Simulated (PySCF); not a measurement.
# How exact exchange moves a shielding

Molecule: SMILES O=C(O)[Si@H]([SiH3])P, CH7O2PSi2.

Molfile (atoms numbered from 1):
```
CH7O2PSi2
     RDKit          3D

 13 12  0  0  0  0  0  0  0  0999 V2000
    1.6232   -1.8407    0.7842 O   0  0  0  0  0  0  0  0  0  0  0  0
    1.4986   -0.7925    0.2063 C   0  0  0  0  0  0  0  0  0  0  0  0
    2.4082   -0.3277   -0.6606 O   0  0  0  0  0  0  0  0  0  0  0  0
   -0.0322    0.3647    0.4417 Si  0  0  2  0  0  4  0  0  0  0  0  0
   -1.9138   -0.9820    0.0866 Si  0  0  0  0  0  4  0  0  0  0  0  0
    0.0526    2.0155   -1.1057 P   0  0  0  0  0  0  0  0  0  0  0  0
    3.1224   -0.9885   -0.7061 H   0  0  0  0  0  0  0  0  0  0  0  0
    0.0343    0.8384    1.8586 H   0  0  0  0  0  0  0  0  0  0  0  0
   -3.1516   -0.1470    0.1703 H   0  0  0  0  0  0  0  0  0  0  0  0
   -1.8217   -1.5759   -1.2818 H   0  0  0  0  0  0  0  0  0  0  0  0
   -1.9728   -2.0702    1.1060 H   0  0  0  0  0  0  0  0  0  0  0  0
    1.1216    2.7025   -0.4528 H   0  0  0  0  0  0  0  0  0  0  0  0
   -0.9632    2.7864   -0.4571 H   0  0  0  0  0  0  0  0  0  0  0  0
  1  2  2  0
  2  3  1  0
  2  4  1  0
  4  5  1  0
  4  6  1  0
  3  7  1  0
  4  8  1  1
  5  9  1  0
  5 10  1  0
  5 11  1  0
  6 12  1  0
  6 13  1  0
M  END
```

GIAO shieldings (ppm, equivalent atoms averaged) in PySCF 2.14.0 with density-fitted response routines on the PBE0-D3(BJ)/def2-SVP geometry, basis pcSseg-1, gas phase, non-relativistic:

| functional | exact exchange (%) | σ(O3) | σ(Si5) |
| --- | --- | --- | --- |
| BLYP | 0 | 73.9 | 426.9 |
| BP86 | 0 | 75.6 | 437.0 |
| PBE | 0 | 74.9 | 439.7 |
| B3LYP | 20 | 84.6 | 438.4 |
| mPW1PW91 | 25 | 87.6 | 449.7 |
| BHandHLYP | 50 | 100.3 | 454.9 |
| HF | 100 | 124.2 | 483.4 |

(1) Fit each shielding as a line in the percentage of exact exchange.

(2) What does the line predict for PBE0 (25 %), and what does the run give?

Results:

(1) σ(O3) = 74.9 + 0.50 x (rms 0.5 ppm); σ(Si5) = 433.7 + 0.48 x (rms 4.5 ppm). The functionals also differ in their semilocal parts, which the line can't hold; Hartree–Fock has no correlation at all.

(2) σ(O3): 87.4 predicted, 88.0 computed; σ(Si5): 445.7 predicted, 453.0 computed ppm.
